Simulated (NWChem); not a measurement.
# C2H2ClF; SMILES F/C=C\Cl

```xyz
6

F      0.7240     1.6358     0.0000
C     -0.5235     1.2024     0.0000
C     -0.8531    -0.0873     0.0000
Cl     0.3035    -1.3546     0.0000
H     -1.2735     1.9985     0.0000
H     -1.9006    -0.3914     0.0000
```
Atoms are numbered in this order, from 1.

Results from NWChem. Geometry optimised at PBE0/def2-SVP; all other runs use it. 

```csv
quantity,level,value
"vertical, lowest state with f > 0.02, singlet (eV)","PBE/def2-SVPD, TDA",[?]
dipole in solution (D) in water,"PBE0/def2-SVP, SMD",[?]
−ε(HOMO) (eV),PBE/def2-SVP,5.93
"anisotropy (bohr³), static",PBE/def2-SVPD,23.2
dipole (D),PBE0/def2-SVP,2.06
highest harmonic frequency (cm⁻¹),PBE0/def2-SVP,[?]
```

### Question
Fill in the missing entries.

### Answer

- vertical, lowest state with f > 0.02, singlet (eV), value: 6.95
- dipole in solution (D) in water, value: 2.69
- highest harmonic frequency (cm⁻¹), value: 3261
